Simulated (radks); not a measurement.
Spherical jellium clusters: N electrons in a uniform positive sphere of charge N and radius rs N^(1/3), rs = 3.63 bohr. Method: non-relativistic Kohn-Sham, exchange-only LDA, spin-polarised, spherical densities; computed with a radial shooting solver with Libxc functionals. Levels are named by radial order and angular momentum (1s, 1p, 1d, 2s, ...), and open shells are averaged over m.

N = 9, configuration 1s2 1p6 1d(up 1, down 0). This is the lowest configuration that the search found. Occupied and some empty levels:

| level | occupation | eigenvalue (eV) | <r> (bohr) |
|---|---|---|---|
| 1s up | 1 | -4.4538 | 5.084 |
| 1s down | 1 | -4.3262 | 4.876 |
| 1p up | 3 | -3.0915 | 6.240 |
| 1p down | 3 | -2.8481 | 6.110 |
| 1d up | 1 | -1.5041 | 7.432 |
| 1d down | 0 | -1.1978 | 7.396 |
| 2s up | 0 | -1.1178 | 7.874 |
| 2s down | 0 | -0.93188 | 7.860 |
| 2p up | 0 | -0.16663 | 13.25 |

Energy (eV): total -8.07416, kinetic 17.354, external -338.11, Hartree 163.91, exchange-correlation -26.368, background 175.15.
